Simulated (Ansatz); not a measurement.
C4H7 (SMILES [CH-]1CCC1), charge -1, singlet, at a GFN2-xTB geometry (a gas-phase anion, which may not be bound at this level). Base run: SVWN5/6-31G in Ansatz (an electronic-structure program).

Here is a job for Ansatz.
Ansatz 0.2 input:
```yaml
crystal:
  periodic: [false, false, false]
  atoms:
    - {symbol: C, position_ang: [0.00517132, 1.09925244, -0.34269289]}
    - {symbol: C, position_ang: [-0.00709196, -1.01871233, -0.00830742]}
    - {symbol: C, position_ang: [-1.07652487, 0.07011928, 0.08516265]}
    - {symbol: C, position_ang: [1.07848492, 0.05524076, 0.06995662]}
    - {symbol: H, position_ang: [0.01625217, 1.98354431, 0.36244730]}
    - {symbol: H, position_ang: [-0.01744288, -1.52642944, -0.97846478]}
    - {symbol: H, position_ang: [-0.00686701, -1.79084704, 0.77907723]}
    - {symbol: H, position_ang: [-1.49140270, 0.13217959, 1.11834808]}
    - {symbol: H, position_ang: [-1.94429847, -0.05926635, -0.58796451]}
    - {symbol: H, position_ang: [1.50871792, 0.11146630, 1.09717884]}
    - {symbol: H, position_ang: [1.93480455, -0.08604828, -0.61533597]}
basis:
  gaussian:
    orbitals: 6-31G
hamiltonian:
  xc: {name: SVWN5}
total_charge: -1
```

Variants of this job, named by their change:

```csv
change,basis functions,E (Eh)
base,50,-154.97014
basis = 3-21G,50,-154.16200
basis = 6-31+G*,90,-155.05600
basis = pcseg-1,91,-155.01182
basis = pc-1,91,-155.01372
basis = cc-pVDZ,91,-155.03232
basis = def2-SVP,91,-154.92328
basis = 6-31G**,95,-155.02795
basis = def2-SVPD,136,-154.95170
"basis = 6-311+G(2d,p)",150,-155.10091
basis = aug-pcseg-1,155,-155.03356
basis = aug-cc-pVDZ,155,-155.06728
basis = cc-pVTZ,218,-155.10435
```

Totals compare only among sets that treat the same electrons; sets with core potentials leave the core out.

A gas-phase anion may not be bound at this level; its values then depend on the basis.
